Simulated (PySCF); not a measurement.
## Os²⁺: excitation energy

Os²⁺ [Xe] 4f14 5d6 (5D) → Os²⁺ [Xe] 4f14 5d5 6p1 (7P), as a difference of total energies. Calculation: PySCF 2.14, in def2-QZVPPD with the def2 core potential (60 electrons) (7s5p4d4f2g, 88 functions); a scalar-relativistic core potential. Correlated levels: valence: 5s2 5p6 frozen; valence and next inner shell: nothing frozen outside the core potential. The calculations carry no spin-orbit coupling.

```json
{"method": "UHF", "excitation energy (eV)": "7.035"}
{"method": "LDA", "excitation energy (eV)": "7.806"}
{"method": "PBE", "excitation energy (eV)": "7.794"}
{"method": "PBE0", "excitation energy (eV)": "7.851"}
{"method": "r2SCAN", "excitation energy (eV)": "7.527"}
{"method": "B97-3", "excitation energy (eV)": "8.307"}
{"method": "BP86", "excitation energy (eV)": "7.934"}
{"method": "HSE06", "excitation energy (eV)": "7.833"}
{"method": "CAM-B3LYP", "excitation energy (eV)": "8.149"}
{"method": "MP2 (valence)", "excitation energy (eV)": "7.839"}
{"method": "SCS-MP2 (valence)", "excitation energy (eV)": "8.377"}
{"method": "MP2 (valence and next inner shell)", "excitation energy (eV)": "7.660"}
{"method": "SCS-MP2 (valence and next inner shell)", "excitation energy (eV)": "7.988"}
```

**Question.** How much does correlation contribute at MP2 (valence and next inner shell)?

**Answer.** 7.660 − (7.035) = 0.625 eV, measured against UHF.
